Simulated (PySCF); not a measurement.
Spinor energies of Nd(50+) (neodymium, charge +50)

Start: [Ne]. Calculated with PySCF 2.14 in an uncontracted even-tempered set (17 s from 30 bohr⁻², ratio 2.4; 13 p from 38 bohr⁻², ratio 2.4; 5 d from 140 bohr⁻², ratio 2.6; 4 f from 210 bohr⁻², ratio 2.6): generalised Hartree-Fock with the X2C-1e Hamiltonian and a Gaussian nucleus; one run each with spin-orbit coupling (SO) switched off, then screened by Boettger's factors.

```csv
spinor shell,electrons,"ε, spin-free (eV)","ε, screened SO (eV)",weight of nominal j (screened SO),"rms radius, screened SO (bohr)"
1s1/2,2,-47497.3,-47492.3,1.000,0.0269
2s1/2,2,-10650.0,-10648.8,1.000,0.107
2p1/2,2,-9918.8,-10298.4,1.000,0.0916
```

(1) Where does 2p3/2 lie, and what is the 2p spin-orbit splitting (screened SO)?

| quantity | spin-free | screened SO |
| --- | --- | --- |
| E (hartree) | -6985.47226 | -6989.37914 |
| M_J | 0 | 0 |
| ⟨J²⟩ | 0.000 | 0.000 |
| ⟨L²⟩ | 0.000 | 0.013 |
| ⟨S²⟩ | 0.000 | 0.013 |

Breit and QED terms are absent; they matter most for the inner s and p1/2 levels.

Densities and radii are taken from the X2C orbitals without a picture-change correction, which distorts them close to the nucleus.

Without spin-orbit coupling the j labels of p, d and f shells carry no meaning; the spin-free column gives the mean over the occupied spinors of each nl shell.

## Answers

(1) At -9754.2 eV, 544.20 eV above 2p1/2.
